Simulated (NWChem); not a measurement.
C3H10Si; SMILES C[SiH](C)C

Program: NWChem. Pople sets run with spherical d functions. Structure relaxed at the PBE0/def2-SVP level. Total energies compare along this basis series because the functional is fixed.

```csv
level,basis functions,energy (Ha),highest occupied level (eV),orbital gap (eV),dipole (D),relative time
B3LYP/STO-3G,34,-405.1208,-6.74,14.94,0.15,1
B3LYP/3-21G,60,-407.7000,-8.19,10.86,0.59,1
B3LYP/6-31G*,80,-409.8607,-8.09,10.26,0.62,3
B3LYP/6-31+G*,96,-409.8673,-8.29,8.13,0.56,3
B3LYP/def2-SVP,110,-409.7047,-8.27,9.59,0.59,3
B3LYP/def2-SVPD,164,-409.7140,-8.36,8.70,0.55,9
B3LYP/def2-TZVP,190,-409.9474,-8.32,9.05,0.56,9
B3LYP/6-311++G**,166,-409.9324,-8.35,8.05,0.53,10
B3LYP/aug-cc-pVTZ,418,-409.9499,-8.32,7.95,0.55,300
```

Relative times are rough (shared machine, one core).
